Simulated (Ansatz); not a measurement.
Start from `OC[O][GeH3]` and change one atom or group to get `OCO[SiH2]F`.

Ansatz, PBE0-D4/def2-TZVP geometries, multiplicity 1. Each molecule was computed in one conformer, which needn't be the lowest.

Scalar relativity is left out up to krypton.

```tsv
property	`OC[O][GeH3]`
LUMO energy (PBE0/def2-TZVPP) / eV	0.23
size of the dipole moment (ωB97M-V/def2-TZVPP) / D	2.11
LUMO energy (ωB97M-V/def2-TZVPP) / eV	1.97
HOMO energy (B3LYP/def2-TZVPP) / eV	-7.57
HOMO energy (ωB97M-V/def2-TZVPP) / eV	-10.19
HOMO energy (PBE0/def2-TZVPP) / eV	-7.78
```

**Question.** Give the same properties after the change, and the shifts. (Estimate.)

**Answer.** Ansatz gave: 
| property | `OCO[SiH2]F` | shift |
| --- | --- | --- |
| LUMO energy (PBE0/def2-TZVPP) / eV | 0.69 | 0.46 |
| size of the dipole moment (ωB97M-V/def2-TZVPP) / D | 2.15 | 0.04 |
| LUMO energy (ωB97M-V/def2-TZVPP) / eV | 2.23 | 0.26 |
| HOMO energy (B3LYP/def2-TZVPP) / eV | -8.57 | -1.00 |
| HOMO energy (ωB97M-V/def2-TZVPP) / eV | -11.22 | -1.03 |
| HOMO energy (PBE0/def2-TZVPP) / eV | -8.80 | -1.02 |

With PBE0 the HOMO falls by 1.02 eV and the LUMO rises by 0.46 eV, so the gap widens by about 1.48 eV. PBE moves the HOMO by -0.94 eV and ωB97M-V by -1.03 eV. Dipoles are sizes alone; their direction can turn.

Positive LUMOs are unbound, so they and the gaps depend on the basis.

B3LYP here is the variant with VWN-RPA as its local correlation; programs differ in this.
